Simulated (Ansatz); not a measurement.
Consider the β-hydride elimination: `C[CH2][Al]([OH])[SH]` → `[OH][AlH][SH]` + `C=C`.

Program: Ansatz. Geometries: PBE0-D4/def2-TZVP. ΔE: electronic, gas phase. CCSD(T)/CBS is the MP2 limit (def2-TZVPP, def2-QZVPP) plus CCSD(T) − MP2 in def2-TZVPP, frozen cores. This one scheme is used for every species. Functionals use def2-TZVPP. One conformer a species, not always the lowest.

`C[CH2][Al]([OH])[SH]`:

```xyz
12

C    -0.607    0.685    1.639
C    -0.641    0.890    0.124
Al    0.362   -0.419   -0.907
O     0.381   -0.326   -2.599
S     1.456   -2.000    0.155
H    -1.185    1.449    2.166
H     0.414    0.725    2.030
H    -1.018   -0.286    1.926
H    -1.675    0.882   -0.242
H    -0.259    1.884   -0.138
H     0.844   -0.920   -3.185
H     1.928   -2.564   -0.969
```

`[OH][AlH][SH]`:

Cartesian coordinates in Å:
```
O 0.562 1.005 0.980
Al -0.327 -0.361 0.535
S -0.494 -1.022 -1.542
H 1.045 1.580 0.390
H -1.054 -1.177 1.661
H 0.267 -0.024 -2.024
```

`C=C`:

Cartesian coordinates in Å:
```
C -0.039 0.627 0.208
C 0.039 -0.627 -0.208
H 0.657 1.385 -0.134
H -0.801 0.947 0.910
H -0.657 -1.385 0.134
H 0.801 -0.947 -0.910
```

Problem. Is it downhill or uphill in electronic energy at CCSD(T)/CBS, and by how much? (Estimate.)

Solution. Computed: Uphill: ΔE = +1.43 eV.

Problem. What do these levels give: r2SCAN-D4, PBE0-D4, r2SCANh-D4, B2PLYP, BLYP, r2SCAN, r2SCAN0, BHLYP, HF/def2-TZVPP, CCSD/def2-TZVPP, SCS-MP2/def2-QZVPP, HF/CBS(def2)? (An estimate is asked.)

Solution. Ansatz gave: r2SCAN-D4 1.54, PBE0-D4 1.62, r2SCANh-D4 1.57, B2PLYP 1.33, BLYP 1.08, r2SCAN 1.51, r2SCAN0 1.58, BHLYP 1.33, HF/def2-TZVPP 1.08, CCSD/def2-TZVPP 1.39, SCS-MP2/def2-QZVPP 1.40, HF/CBS(def2) 1.07 eV.

Largest T1 diagnostic among the species: 0.012.

From BLYP to BHLYP (50 % exact exchange), in def2-TZVPP and without D4, ΔE moves by +0.25 eV. Leaving LDA and LC-ωPBE aside and taking each functional with its dispersion term where it has one, the values, not all of them listed here, spread over 0.35 eV, from BLYP-D4 to PBE0-D4. LDA lies +0.40 eV from PBE without D4.
